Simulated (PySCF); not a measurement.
Problem. What does the PBE0-D3(BJ)/def2-SVP structure of `B[C@H]1C=CC1` look like in three dimensions?

Solution. 
Z-matrix in Å and degrees, rows numbered from 1:
```
B 
C   1  1.5508
C   2  1.5122  1  124.79
C   3  1.3417  2   93.95  1   128.75
C   4  1.5098  3   94.46  2     0.74
H   1  1.2108  2  120.48  3    37.73
H   1  1.2115  2  120.35  3  -147.98
H   2  1.1213  1   98.20  3  -125.03
H   3  1.0936  2  132.00  1   -49.99
H   4  1.0933  3  133.44  2  -178.27
H   5  1.1027  2  115.18  1   113.98
H   5  1.1028  2  114.73  1   -12.84
```

B1 (three-coordinate boron) is planar (angles 120.5°, 120.3° and 118.9°, sum 359.8°, 0.04 Å off the plane of its three neighbours). The 4-membered ring C2–C3–C4–C5 has internal angles of 85.7° to 94.5° (sum 360°, against 360° for a flat polygon); it is planar, 0.00 Å rms from its mean plane, widest ring torsion 1°. The C–C distances run from 1.342 Å (C3=C4, drawn double) to 1.563 Å (C2–C5, drawn single), a spread of 0.221 Å.

Computed with PBE0-D3(BJ)/def2-SVP geometry optimisation, gas phase in PySCF 2.14.0.

Not checked by PBE0-D3(BJ)/def2-SVP frequencies. One conformer, not necessarily the lowest (H–B1–C2–C3 38° and -148°).
